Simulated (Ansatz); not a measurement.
Two members of one family (Series ZnMeX), computed with Ansatz in the gas phase; def2 core potentials for I, no spin–orbit coupling. The two geometries come from different levels. Binding counts from free atoms in the multiplicity of their measured ground term, without zero-point energy. A dash marks a value that wasn't run or was left out as unsound. The structures are stationary points that may keep the symmetry of their start. Remarks come from the PBE and PBE0 runs and from stability tests at other levels; not every state was tested. HOMO above LUMO (over both spins in singlets and doublets, within one spin in higher multiplets; at PBE or PBE0), or a gap under 0.15 eV within one spin, warns that the state may not be the lowest or that an electron is smeared out.

First: ZnMeI (singlet, charge 0, PBE0-D4/def2-TZVP geometry).

Cartesian coordinates in Å:
```
Zn -0.2591 0.9290 0.4699
C 0.2087 -0.7466 -0.3774
H 1.2298 -1.0300 -0.1164
H 0.1379 -0.6525 -1.4633
H -0.4692 -1.5369 -0.0501
I -0.8480 3.0369 1.5372
```

```json
{"level": "PBE-D4/def2-TZVP", "HOMO (eV)": "-6.41", "LUMO (eV)": "-1.49", "gap (eV)": "4.92", "vertical IE (eV)": "9.54", "vertical triplet (eV)": "5.05", "binding per atom (eV)": "3.01"}
{"level": "r2SCAN-D4/def2-TZVP", "HOMO (eV)": "-6.71", "LUMO (eV)": "-1.16", "gap (eV)": "5.55", "vertical IE (eV)": "9.66", "vertical triplet (eV)": "5.27", "binding per atom (eV)": "3.01"}
{"level": "PBE0-D4/def2-SVP", "HOMO (eV)": "-7.37", "LUMO (eV)": "-0.52", "gap (eV)": "6.85", "vertical IE (eV)": "–", "vertical triplet (eV)": "–", "binding per atom (eV)": "3.04"}
{"level": "PBE0-D4/def2-TZVP", "HOMO (eV)": "-7.52", "LUMO (eV)": "-0.69", "gap (eV)": "6.84", "vertical IE (eV)": "9.73", "vertical triplet (eV)": "5.40", "binding per atom (eV)": "3.00"}
{"level": "BHLYP-D4/def2-TZVP", "HOMO (eV)": "-8.45", "LUMO (eV)": "0.00", "gap (eV)": "8.45", "vertical IE (eV)": "–", "vertical triplet (eV)": "–", "binding per atom (eV)": "2.90"}
```

Metal–donor distances: 1 × C 1.93 Å, 1 × I 2.44 Å. Remarks: gap within one spin near zero at PBE or PBE0 (+1 doublet), gap within one spin near zero at PBE or PBE0 (triplet).

Second: ZnMeCl (singlet, charge 0, B3LYP-D4/def2-TZVP geometry).

Cartesian coordinates in Å:
```
Zn 0.974 -0.210 0.524
C -0.704 0.151 -0.377
H -1.439 0.527 0.335
H -1.088 -0.761 -0.832
H -0.556 0.899 -1.158
Cl 2.814 -0.606 1.509
```

Q: Estimate the same table for the second.

A: 
| level | HOMO (eV) | LUMO (eV) | gap (eV) | vertical IE (eV) | vertical triplet (eV) | binding per atom (eV) |
| --- | --- | --- | --- | --- | --- | --- |
| PBE-D4/def2-TZVP | -7.25 | -1.37 | 5.89 | 10.48 | 5.70 | 3.17 |
| r2SCAN-D4/def2-TZVP | -7.60 | -1.01 | 6.59 | 10.57 | 5.80 | 3.18 |
| PBE0-D4/def2-SVP | -8.23 | -0.31 | 7.92 | – | – | 3.18 |
| PBE0-D4/def2-TZVP | -8.54 | -0.54 | 8.00 | 10.71 | 5.92 | 3.15 |
| BHLYP-D4/def2-TZVP | -9.56 | 0.11 | 9.68 | – | – | 3.05 |

Metal–donor distances: 1 × C 1.94 Å, 1 × Cl 2.12 Å. Remarks: gap within one spin near zero at PBE or PBE0 (+1 doublet), gap within one spin near zero at PBE or PBE0 (triplet).
